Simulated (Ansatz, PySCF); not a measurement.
System: CH₅Ge, charge 0, multiplicity 2. It need not be the lowest isomer of its formula. 
Structure (B3LYP-D3(BJ)/def2-TZVP (Ansatz, a first-principles code) minimum search):
SMILES: [CH2][GeH3]
```xyz
7

Ge     0.2056     0.1820    -0.2140
C     -0.9386    -0.8253     0.9666
H      1.6122     0.3567     0.3997
H      0.3578    -0.5565    -1.5558
H     -0.3881     1.5813    -0.4550
H     -1.5371    -0.3466     1.7316
H     -0.9930    -1.9060     0.9285
```
Charge 0, spin multiplicity 2.

Dipole moments at this geometry, in debye (magnitudes).

```csv
level,program,dipole (D)
revPBE/def2-TZVPD,Ansatz,0.47
B3LYP/def2-TZVPD,Ansatz,0.47
BHLYP/def2-TZVPD,Ansatz,(withheld)
PW6B95/def2-TZVPD,PySCF,0.47
CAM-B3LYP/def2-TZVPD,Ansatz,0.47
CCSD(T)/aug-cc-pVDZ,Ansatz,(withheld)
```

Question: Complete the blanks.

Answer: 
- BHLYP/def2-TZVPD, dipole (D): 0.50
- CCSD(T)/aug-cc-pVDZ, dipole (D): 0.48
